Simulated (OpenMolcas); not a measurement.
Co2+, Rh2+, Ir2+: d7 down the group

```yaml
Program: OpenMolcas
Method: MS-RASPT2, IPEA 0.25 Eh, imaginary shift 0.1 Eh
Basis: ANO-RCC-VTZP
Scalar_Hamiltonian: DKH2, point nucleus
Spin-orbit_coupling: state interaction with AMFI integrals over the reference wave functions, term energies averaged over their components
```

Active space for each ion: 7 electrons in 9 orbitals (RAS2 d s; RAS3 p, at most 2 electrons); closed shells correlated by CASPT2: Co2+ 3s 3p; Rh2+ 4s 4p; Ir2+ 5s 5p.

Computed levels in cm-1 above 4F 9/2:

| Level | Co2+ | Rh2+ | Ir2+ |
| --- | --- | --- | --- |
| 4F 7/2 | 940 | 2230 | 8030 |
| 4P 5/2 | 15150 | 11030 | 12160 |
| 4P 1/2 | 15850 | 12510 | 16040 |
| 2G 9/2 | 16630 | 13200 | 16460 |
| 2G 7/2 | 17530 | 15320 | 21140 |
| 2P 1/2 | 20180 | 18190 | 27870 |
| 2H 11/2 | 22630 | 18050 | 22200 |
| 2H 9/2 | 23430 | 20240 | 30310 |
| 2F 5/2 | 36210 | 27160 | 27780 |
| weight of 4F in the lowest level (%) | 100 | 98 | 85 |

Mixed levels, with the weight of the term that names them: Ir2+ 4P 5/2 (61 %), Ir2+ 4P 1/2 (75 %), Ir2+ 2G 9/2 (57 %), Ir2+ 2G 7/2 (72 %), Ir2+ 2P 1/2 (65 %), Ir2+ 2H 9/2 (75 %).

Measured, with the error of the calculation in %. Measured levels: Co2+ from Sugar and Corliss, J. Phys. Chem. Ref. Data 10, 1097 (1981); Rh2+ from the list in Shadmi, J. Res. Natl. Bur. Stand. 70A, 435 (1966).

```json
{"Level": "4F 7/2", "Co2+": "841 (+11.7)", "Rh2+": "2148 (+3.7)"}
{"Level": "4P 5/2", "Co2+": "15202 (-0.3)", "Rh2+": "11062 (-0.3)"}
{"Level": "4P 1/2", "Co2+": "15811 (+0.2)", "Rh2+": ""}
{"Level": "2G 9/2", "Co2+": "16978 (-2.0)", "Rh2+": ""}
{"Level": "2G 7/2", "Co2+": "17766 (-1.3)", "Rh2+": ""}
{"Level": "2H 11/2", "Co2+": "22720 (-0.4)", "Rh2+": ""}
{"Level": "2H 9/2", "Co2+": "23434 (0)", "Rh2+": ""}
{"Level": "2F 5/2", "Co2+": "37021 (-2.2)", "Rh2+": ""}
```

The fine-structure level 4F 7/2 changes by a factor of 8.54 from Co2+ to Ir2+.

Without spin-orbit coupling 4P lies 14520, 9600, 6560 cm-1 above 4F in that order; the difference to the level 4P 5/2, of either sign, comes from spin-orbit coupling, which also lowers the zero.

CASPT2 does not keep the components of a term degenerate, so their means are used; among the terms shown or strongly mixed into the levels shown the widest spread is 2100 cm-1 (3d7 4F, Co2+). Some high roots are left out of the spin-orbit mixing, which shifts the levels that they would mix with. Terms from blocks run as CI alone lack orbitals of their own. Blocks of more than 70 roots (2S+1 = 2 even) ran without multistate coupling (holds for Co2+; Rh2+). Blocks of more than 70 roots (2S+1 = 4 even, 2 even) ran without multistate coupling (holds for Ir2+). Configurations are named by rounded mean occupations; where the s occupation lies near a half they are strongly mixed, a name can repeat and a true partner stay unpaired (holds for Ir2+). Computed and measured levels are paired by configuration, term and J; levels that our copy of the source lacks, or whose pairing is in doubt (as where it misses far off the trend of its configuration), stay unpaired and out of the deviations. Levels of configurations outside the active space are missing.
